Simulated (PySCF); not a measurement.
C₂H₆GeO₂, SMILES [GeH3][O]C(=O)C. Atoms are numbered in the order given.

```xyz
11

Ge    -0.0335     1.3008     0.0000
O     -0.7507    -0.4016     0.0000
C      0.1510    -1.3893     0.0000
C     -0.4803    -2.7586     0.0000
O      1.3443    -1.1747     0.0000
H      0.7837     1.4970    -1.2832
H     -1.3165     2.1467     0.0000
H      0.7837     1.4970     1.2832
H      0.2981    -3.5305     0.0000
H     -1.1254    -2.8682    -0.8852
H     -1.1254    -2.8682     0.8852
```
Charge 0, spin multiplicity 1.

The structure is a stationary point at B3LYP-D3(BJ)/def2-SVP.

Computed with M06-2X/def2-TZVP (PySCF).

ESP charges are fitted to the potential on shells at 1.4 to 2.0 van der Waals radii. Atomic charges (e):

```json
[
 {"atom": "Ge1", "Mulliken": "0.30", "ESP fit": "0.41"},
 {"atom": "O2", "Mulliken": "-0.45", "ESP fit": "-0.49"},
 {"atom": "C3", "Mulliken": "0.41", "ESP fit": "0.90"},
 {"atom": "C4", "Mulliken": "-0.45", "ESP fit": "-0.76"},
 {"atom": "O5", "Mulliken": "-0.37", "ESP fit": "-0.57"},
 {"atom": "H6", "Mulliken": "0.03", "ESP fit": "-0.03"},
 {"atom": "H7", "Mulliken": "0.01", "ESP fit": "-0.05"},
 {"atom": "H8", "Mulliken": "0.03", "ESP fit": "-0.03"},
 {"atom": "H9", "Mulliken": "0.16", "ESP fit": "0.21"},
 {"atom": "H10", "Mulliken": "0.16", "ESP fit": "0.21"},
 {"atom": "H11", "Mulliken": "0.16", "ESP fit": "0.21"}
]
```
